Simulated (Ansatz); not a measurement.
BFGeH4S, SMILES `F[BH][GeH2][SH]`. Charge 0, multiplicity 1.

```xyz
8

F     1.694    0.044    1.533
B     1.127    0.695    0.535
Ge   -0.828    0.242    0.001
S    -0.556   -1.310   -1.597
H     1.812    1.464   -0.079
H    -1.729   -0.318    1.116
H    -1.552    1.383   -0.729
H     0.032   -2.200   -0.780
```

**Question.** List the harmonic frequencies (cm⁻¹, unscaled) at PBE0-D4/def2-TZVP in Ansatz. (Estimate.)

**Answer.** The calculation gave: 39, 105, 171, 226, 392, 415, 546, 632, 680, 787, 798, 862, 1098, 1317, 2137, 2164, 2603, 2712.

**Question.** Is this a minimum?

**Answer.** Yes, all 18 modes are real.

**Question.** Give the ideal-gas thermochemistry at 298.15 K and 1 bar (rigid rotor, harmonic oscillator; point group C1, symmetry number 1).

**Answer.** Zero-point energy 105.8 kJ/mol; H(298) − E = 126.3 kJ/mol; entropy 355.4 J/(mol·K), of which translation 170.4, rotation 114.4, vibration 70.7; G(298) − E = 20.3 kJ/mol. Modes under 100 cm⁻¹ are hindered rotations or soft bends, so the harmonic entropy is rough.

**Question.** And at 400, 500, 600, 800 and 1000 K?

**Answer.** 
```csv
T (K),H − E (kJ/mol),S (J/mol/K),G − E (kJ/mol)
400,137.2,386.7,-17.5
500,149.2,413.4,-57.5
600,162.1,436.9,-100.1
800,190.0,477.0,-191.6
1000,220.1,510.5,-290.4
```
